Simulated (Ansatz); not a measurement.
Isolated molecules relaxed with PBE0-D4/def2-TZVP in Ansatz; ΔE leaves out vibrations. CCSD(T)/CBS adds triple-zeta CCSD(T) − MP2 to the extrapolated MP2 energy (def2 sets, frozen cores). DFT in def2-TZVPP. def2 core potentials past Kr. For Ge, Te outer-core shells are correlated without core-valence functions, which leaves a few kJ/mol of doubt a bond. Scalar relativity is left out up to krypton. Each species was taken in one conformer, which may not be the lowest.

Reaction (ligand exchange at the Si–Te bond): `O[SiH](F)[TeH]` + `[NH2][GeH2][OH]` → `[OH][GeH2][NH][SiH](O)F` + H₂Te

`O[SiH](F)[TeH]`:

Cartesian coordinates in Å:
```
O 1.392 -0.176 -1.046
Si 0.163 -0.497 -0.028
F 0.621 -0.444 1.498
Te -1.617 1.221 -0.312
H 1.732 0.721 -1.077
H -0.248 -1.881 -0.317
H -2.043 1.057 1.281
```

`[NH2][GeH2][OH]`:

```xyz
8

N    -1.101   -0.258   -0.824
Ge    0.156    0.303    0.364
O     1.711   -0.158   -0.370
H    -1.314   -1.244   -0.834
H    -1.953    0.282   -0.851
H     0.110   -0.371    1.757
H     0.022    1.832    0.467
H     2.369   -0.386    0.290
```

`[OH][GeH2][NH][SiH](O)F`:

```xyz
12

O    -1.263    1.379    0.498
Ge    0.481    1.136    0.866
N     1.020   -0.066   -0.388
Si    0.133   -1.446   -0.885
O    -1.353   -1.363   -0.240
F     0.129   -1.443   -2.482
H    -1.766    1.717    1.242
H     1.265    2.444    0.678
H     0.560    0.592    2.303
H     1.764    0.255   -0.989
H     0.719   -2.742   -0.503
H    -1.689   -0.464   -0.101
```

H₂Te:

Z-matrix (Å, degrees):
```
Te
H 1 1.656
H 1 1.656 2 90.4
```

```csv
level,ΔE (kJ/mol)
r2SCAN-D4,-43.1
CCSD/CBS(def2),-45.1
```

**Question.** What does CCSD(T)/CBS give? (An estimate is asked.)

**Answer.** Computed: -44.6 kJ/mol. The listed levels differ from it by 1.5, -0.5 kJ/mol.

Largest T1 diagnostic among the species: 0.012.

The D4 term adds −5.8 kJ/mol with B3LYP and −3.3 kJ/mol with PBE0; it sums over pairs of atoms, weighted by their polarisabilities, and B3LYP, whose exchange is more repulsive, gets the larger term. From PBE to PBE0 (25 % exact exchange), in def2-TZVPP and without D4, ΔE moves by −5.5 kJ/mol.

B3LYP here is the variant with VWN-RPA as its local correlation; programs differ in this.
